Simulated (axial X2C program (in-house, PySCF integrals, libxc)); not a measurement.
# Working with the constants of SrS

A bond curve at the CCSD(T) level, two-component, was computed with an axial X2C code built on PySCF integrals (basis Sr dyall-cv3z [13s12p8d5f1g], S dyall-av3z [9s8p3d2f] (cores contracted in-house)) for the state Ω = 0 (closed shell). Its fit gives Re = 2.5018 Å, ωe = 366.4 cm⁻¹, ωexe = 1.29 cm⁻¹ and αe = 4.707e-04 cm⁻¹; the masses are 87.9056 and 31.9721 u. Two-component means X2C with spin–orbit coupling and atomic mean-field Coulomb and Gaunt terms.

Correlated methods: 8 electrons correlated (number of frozen shells: Sr 4 s, 3 p, 1 d; S 2 s, 1 p), 262 virtual spin orbitals or spinors in MP2, 90 natural virtuals in coupled cluster.

Problem. Find the reduced mass, Be and the force constant.

Solution. From the CCSD(T) values: μ = 23.4449 u. Be = 16.8576/(μ Re²) = 0.1149 cm⁻¹. k = 5.8918×10⁻⁷ μ ωe² = 1.85 mdyn/Å.

Problem. A Morse curve ties αe to the other constants (Pekeris). How well does that hold?

Solution. αe(Morse) = 6Be²/ωe × (√(ωexe/Be) − 1) = 5.081e-04 cm⁻¹; the CCSD(T) curve gives 4.707e-04 cm⁻¹, a ratio of 1.08.

Problem. Where do the fundamental and the first overtone lie?

Solution. ν(1←0) = ωe − 2ωexe = 363.8 cm⁻¹; ν(2←0) = 2ωe − 6ωexe = 725.1 cm⁻¹.

Problem. Estimate the centrifugal constant by the Kratzer relation.

Solution. D = 4Be³/ωe² = 4.52e-08 cm⁻¹.

Problem. Estimate De from a Morse curve and compare with the computed well depth of 3.160 eV to Sr + S.

Solution. De(Morse) = ωe²/(4ωexe) = 3.226 eV against 3.160 eV computed, a ratio of 1.02. For De the Morse form works well here.

The state is one determinant whose occupation by symmetry is held fixed; it was picked as the lowest of a PBE0 search that is not exhaustive. De is counted from the lowest determinant-based energies of the atoms at the same level, without counterpoise correction. CCSD and (T) use frozen natural virtuals with an MP2 correction for the truncation; (T) itself is uncorrected, so its De runs slightly low. The outer-core s and p shells of the metal are frozen in the correlated rows, which leaves out core–valence correlation; for alkali and alkaline-earth bonds that tends to lengthen them. With the outer-core shells frozen, correlated bond lengths of heavy atoms tend to come out a few hundredths of an ångström too long.
